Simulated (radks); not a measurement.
All-electron atom: Lu27+ in [Kr] 4d6 5p2 (not the ground configuration). Calculated with a radial shooting solver on a logarithmic mesh with Libxc functionals: scalar-relativistic Kohn-Sham, exchange-only PBE, spin-polarised, spherical densities, finite nucleus; open shells are filled with parallel spins first (spin-orbit coupling, left out, can overturn this in heavy ions); Fermi nuclear charge, rms radius 5.37 fm.

Normalised radial functions P(r) = r R(r), r in bohr:

r,4s up,4p down,4f up
0.001046,0.1558,0.0046,0.0000
0.001351,0.1892,0.0071,0.0000
0.001759,0.2294,0.0111,0.0000
0.00229,0.2751,0.0173,0.0000
0.002958,0.3236,0.0265,0.0000
0.003852,0.3754,0.0411,0.0000
0.004976,0.4225,0.0626,0.0000
0.006479,0.4600,0.0956,0.0000
0.00837,0.4740,0.1424,0.0001
0.0109,0.4490,0.2107,0.0001
0.01419,0.3647,0.3037,0.0004
0.01833,0.2098,0.4175,0.0009
0.02387,-0.0300,0.5504,0.0023
0.03083,-0.3175,0.6696,0.0057
0.04015,-0.6009,0.7325,0.0140
0.05186,-0.7456,0.6650,0.0321
0.06753,-0.6179,0.3906,0.0720
0.08794,-0.1368,-0.1044,0.1523
0.1136,0.5390,-0.6709,0.2940
0.1479,1.0539,-1.0416,0.5320
0.1911,0.9128,-0.8539,0.8556
0.2488,-0.0261,0.0035,1.2340
0.3214,-1.1952,1.0826,1.5239
0.4185,-1.8026,1.7243,1.5772
0.5449,-1.4566,1.5027,1.2887
0.7039,-0.7206,0.8204,0.7991
0.9166,-0.1999,0.2603,0.3369
1.184,-0.0300,0.0462,0.0908
1.542,-0.0018,0.0035,0.0124
1.991,0.0000,0.0001,0.0008
2.593,0.0000,0.0000,0.0000

4s up: eigenvalue -1364.8 eV, 3 radial nodes at r = 0.0232, 0.0929, 0.247 bohr, <r> = 0.445 bohr, 90 % of the charge inside 0.631 bohr. 4p down: eigenvalue -1214.9 eV, 2 radial nodes at r = 0.0838, 0.249 bohr, <r> = 0.461 bohr, 90 % of the charge inside 0.660 bohr. 4f up (empty): eigenvalue -863.05 eV, 0 radial nodes, <r> = 0.449 bohr, 90 % of the charge inside 0.674 bohr.
